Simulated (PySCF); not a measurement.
# Where the electron goes

C₇H₁₀OSi.
Numbering: `[CH3:1][SiH2:2][O:3][c:4]1[cH:5][cH:6][cH:7][cH:8][cH:9]1` (hydrogens: H10, H11, H12 on C1; H13, H14 on Si2; H15 on C5; H16 on C6; H17 on C7; H18 on C8; H19 on C9)

Structure used (PBE0-D3(BJ)/def2-SVP), in Å, numbered top down from 1:
```xyz
19
C7H10OSi angstrom
C      4.4433    0.6257    0.2913
Si     2.9226   -0.3845    0.6437
O      1.6165    0.6133    0.2792
C      0.2940    0.3665    0.3938
C     -0.5921    1.3934    0.0484
C     -1.9645    1.1923    0.1478
C     -2.4726   -0.0301    0.5908
C     -1.5893   -1.0512    0.9337
C     -0.2117   -0.8609    0.8375
H      5.3529    0.0340    0.4777
H      4.4530    0.9548   -0.7587
H      4.4725    1.5186    0.9337
H      2.8647   -1.6141   -0.2055
H      2.8497   -0.7969    2.0793
H     -0.1767    2.3424   -0.2957
H     -2.6464    2.0018   -0.1245
H     -3.5507   -0.1846    0.6680
H     -1.9722   -2.0137    1.2818
H      0.4714   -1.6705    1.1085
```

Method used: TDDFT wB97X-D/def2-SVPD, vertical, gas phase, core orbitals frozen in the response in PySCF.

Kohn–Sham orbitals with the atoms that hold most of them (Löwdin shares over 4%, at most four atoms; ? is withheld):

| orbital | ε (eV) | atoms |
| --- | --- | --- |
| LUMO+2 | 2.10 | Si2 41%, C1 16%, H10 8%, H13 8% |
| LUMO+1 | 1.81 | C4 21%, C7 21%, C6 12%, C8 11% |
| LUMO | ? | C8 19%, C6 18%, C5 18%, C9 18% |
| HOMO | -8.30 | ? |
| HOMO-1 | -9.10 | ? |
| HOMO-2 | -10.78 | O3 28%, Si2 14%, C1 14%, C4 7% |
| HOMO-3 | -11.07 | Si2 26%, H14 18%, H13 17%, O3 15% |

(1) Which atoms hold the HOMO, and with what shares?

(2) Which atoms hold the HOMO-1, and with what shares?

(3) What is the LUMO energy, and the HOMO–LUMO gap?

Results:

(1) C7 (bonded to 2 C and H) 21%; O3 (bonded to C and Si) 18%; C4 (bonded to 2 C and O) 17%; C5 (bonded to 2 C and H) 12%. By element: carbon 49% or more, oxygen 18%.

(2) C9 (bonded to 2 C and H) 21%; C6 (bonded to 2 C and H) 21%; C5 (bonded to 2 C and H) 20%; C8 (bonded to 2 C and H) 19%.

(3) ε(LUMO) = 1.47 eV; the gap is 9.77 eV (0.3592 hartree).

Task: The HOMO–LUMO gap is 9.77 eV. Where does the response calculation put the lowest singlet, and from which orbitals?

Result: S1 is at 5.23 eV (f = 0.023), 4.54 eV below the gap, made of HOMO→LUMO (76%), HOMO-1→LUMO+1 (22%). 

Task: One configuration dominates each of S1, S2, S4 and S5. Which, and how do the shares of the two leading atoms of either orbital change from the occupied to the empty one?

Result: 
- S1 (5.23 eV, f 0.023), HOMO→LUMO (76%): C7 21% → at most 18%, O3 18% → at most 18%, C8 at most 12% → 19%, C6 at most 12% → 18%
- S2 (5.98 eV, f 0.085), HOMO→LUMO+1 (72%): C7 21% → 21%, O3 18% → at most 12%, C4 17% → 21%
- S4 (6.94 eV, f 0.808), HOMO-1→LUMO (70%): C9 21% → 18%, C6 21% → 18%, C8 19% → 19%
- S5 (7.00 eV, f 0.421), HOMO-1→LUMO+1 (72%): C9 21% → at most 12%, C6 21% → 12%, C4 at most 19% → 21%, C7 at most 19% → 21%

One conformer stands for the species.
